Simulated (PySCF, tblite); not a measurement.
Isomers of [C7H11F3P]+ (charge +1). Computed with GFN2-xTB (tblite): harmonic, unscaled wavenumbers at the GFN2-xTB geometry, gas phase. Errors from tens to a few hundred cm⁻¹ against measured bands are possible. Modes of hydrogen on phosphorus can be 10 to 20 % off. One conformer each.

Electronic energies: PBE0/pcSseg-1 single points on the GFN2-xTB geometries (PySCF, gas phase).

| SMILES | electronic energy, lowest = 0 (kcal/mol) |
| --- | --- |
| C=C[PH+](C=C)CCC(F)(F)F | 17.7 |
| C=C[P@+]1(C)CC[C@H]1C(F)(F)F | 5.5 |
| C=C[P@@H+]1CCC[C@H]1C(F)(F)F | 0.0 |
| C[P@H+](C(F)=C(F)F)C1CCC1 | 44.9 |

**Question.** How do GFN2-xTB zero-point energies change the relative energies?

**Answer.** 
| SMILES | ZPE (kcal/mol) | of it from modes above 1550 cm⁻¹ | electronic (kcal/mol) | with ZPE, lowest = 0 (kcal/mol) | lowest mode (cm⁻¹) | rings |
| --- | --- | --- | --- | --- | --- | --- |
| C=C[P@@H+]1CCC[C@H]1C(F)(F)F | 103.5 | 48.9 | 0.0 | 0.0 | 37 | 1 |
| C=C[P@+]1(C)CC[C@H]1C(F)(F)F | 102.9 | 49.8 | 5.5 | 4.9 | 40 | 1 |
| C=C[PH+](C=C)CCC(F)(F)F | 101.4 | 51.6 | 17.7 | 15.6 | 36 | 0 |
| C[P@H+](C(F)=C(F)F)C1CCC1 | 103.0 | 48.8 | 44.9 | 44.5 | 29 | 1 |

The zero-point energies span 2.1 kcal/mol, from `C=C[PH+](C=C)CCC(F)(F)F` to `C=C[P@@H+]1CCC[C@H]1C(F)(F)F`. The order is unchanged.

**Question.** And how do the electronic energies of GFN2-xTB itself compare?

**Answer.** `C=C[P@@H+]1CCC[C@H]1C(F)(F)F` 0.0; `C=C[P@+]1(C)CC[C@H]1C(F)(F)F` 10.4; `C=C[PH+](C=C)CCC(F)(F)F` 24.7; `C[P@H+](C(F)=C(F)F)C1CCC1` 26.9 kcal/mol, lowest = 0. Against the energies above, taken from the same isomer `C=C[P@@H+]1CCC[C@H]1C(F)(F)F`, the largest difference is 18.0 kcal/mol.

**Question.** What do entropy and thermal enthalpy add at 298.15 K and 1 bar (rigid rotor, harmonic oscillator, one conformer each)?

**Answer.** 
```
                      SMILES  point group  symmetry number  S (cal/(mol K))  H − H(0) (kcal/mol)  ZPE + H − H(0) − TS (kcal/mol)
C=C[P@@H+]1CCC[C@H]1C(F)(F)F           C1                1            110.1                 8.15                            78.8
C=C[P@+]1(C)CC[C@H]1C(F)(F)F           C1                1            112.4                 8.61                            78.0
     C=C[PH+](C=C)CCC(F)(F)F           C1                1            115.8                 8.91                            75.8
   C[P@H+](C(F)=C(F)F)C1CCC1           C1                1            116.3                 8.80                            77.1
```
